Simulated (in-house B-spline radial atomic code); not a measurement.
Computed with a B-spline radial atomic code. Model: two electrons, singlet ground state, non-relativistic, full CI in B-splines with partial waves to l = 8 (at full coupling up to 3e-4 hartree above the limit, correlation up to 0.6 % small), density held at that of full coupling by Lieb maximisation.

Along the adiabatic connection the electron repulsion is scaled by a coupling λ while a local potential keeps the density fixed. At λ = 0 the system is the Kohn-Sham one and W equals the exchange energy; the exchange-correlation energy is the area under W between 0 and 1. The kinetic energy rises with λ as the electrons avoid each other, with dT/dλ = −λ dW/dλ.

Command:
```bash
python run_ac.py task.json out
```
Settings (lengths in bohr, energies in hartree):
```
potential              ball
strength               1
lmax                   8
wall_radius            5.31
```

Cost of the run: 7.9 s on 1 thread of Intel(R) Xeon(R) Processor @ 2.30GHz (shared host).

**W = mean repulsion less Hartree energy, and W of three functionals.**

Given: confinement empty hard sphere; hard wall radius 5.31 bohr; external potential zero inside.

Computed: LDA exchange minus exact 39.301 millihartree; PBE exchange minus exact 11.292 millihartree.

```csv
coupling,W xc (hartree),W xc minus exchange (millihartree),kinetic minus Kohn-Sham (millihartree),LDA (PW92) W minus its exchange (millihartree),PBE W minus its exchange (millihartree),SCAN W minus its exchange (millihartree)
0,-0.31294,0,0,0,0,0
0.02,-0.31529,-2.351,0.02,-9.37,-4.36,-1.93
0.05,-0.31868,-5.732,0.14,-18.26,-9.71,-4.67
0.12,-0.32594,-12.993,0.75,-32.93,-19.73,-10.55
0.25,?,?,?,?,?,?
0.4,?,?,?,?,?,?
0.6,-0.35896,-46.018,11.69,-82.15,-58.98,-39.45
0.8,-0.36733,-54.391,17.52,-93.8,-69.03,-47.81
1,-0.37391,-60.965,23.41,-103.17,-77.25,-54.8
1.4,-0.38354,-70.601,34.85,-117.52,-90.05,-65.81
2,-0.39295,-80.007,50.62,-132.63,-103.75,-77.47
3,-0.4023,-89.353,73.54,-149.12,-118.91,-89.71
4.5,-0.4102,-97.254,102.6,-164.47,-133.18,-100.02
7,-0.41738,-104.44,142.96,-179.62,-147.38,-108.6
10,-0.42228,-109.34,184.02,-190.57,-157.7,-113.62
```

(1) What belongs in the row 0.25?

(2) What belongs in the row 0.4?

(3) What is the SCAN exchange minus exact?

**Energy parts, natural occupations and partial-wave weights.**

Computed: total energy 0.6369 hartree; exchange energy -0.31294 hartree; correlation energy -0.037557 hartree; initial slope twice GL2 -0.11948 hartree; kinetic part over minus potential part 0.38396; Kohn-Sham kinetic 0.36151 hartree; Lieb Oxford ratio E_xc over LDA exchange 1.2809.

```csv
natural,occupation of the shell (electrons)
s,1.8714
p,0.12461
s,0.0020518
d,0.0014342
p,?
f,0.0001596
```

(4) What belongs in the row p?

```csv
wave,weight
s,0.93675
p,0.062401
d,0.00073561
f,?
g,1.8333e-05
```

(5) What belongs in the row f?

(6) What is the kinetic part of the DFT correlation energy?

(7) What is the Hartree energy?

Results:

(1) W xc (hartree): -0.3374; W xc minus exchange (millihartree): -24.453; kinetic minus Kohn-Sham (millihartree): 2.85; LDA (PW92) W minus its exchange (millihartree): -51.59; PBE W minus its exchange (millihartree): -33.83; SCAN W minus its exchange (millihartree): -20.05.

(2) W xc (hartree): -0.34801; W xc minus exchange (millihartree): -35.064; kinetic minus Kohn-Sham (millihartree): 6.27; LDA (PW92) W minus its exchange (millihartree): -66.94; PBE W minus its exchange (millihartree): -46.21; SCAN W minus its exchange (millihartree): -29.28.

(3) -5.9568 millihartree.

(4) occupation of the shell (electrons): 0.00018529.

(5) weight: 8.5143e-05.

(6) 0.023408 hartree.

(7) 0.62589 hartree.

Half-way to full coupling W has made 66 % of its drop, against 50 % for a straight line, and second-order (GL2) theory, half the initial slope, overshoots the correlation energy by about 59 %: a marked bend. Over couplings 0 to 1 the errors in E_xc come to about +7.8 millihartree for LDA, 0.0 millihartree for PBE, -0.8 millihartree for SCAN, so PBE is nearest. In LDA and PBE and SCAN the errors of exchange and correlation have opposite signs, so the sum is smaller than the larger of the two.
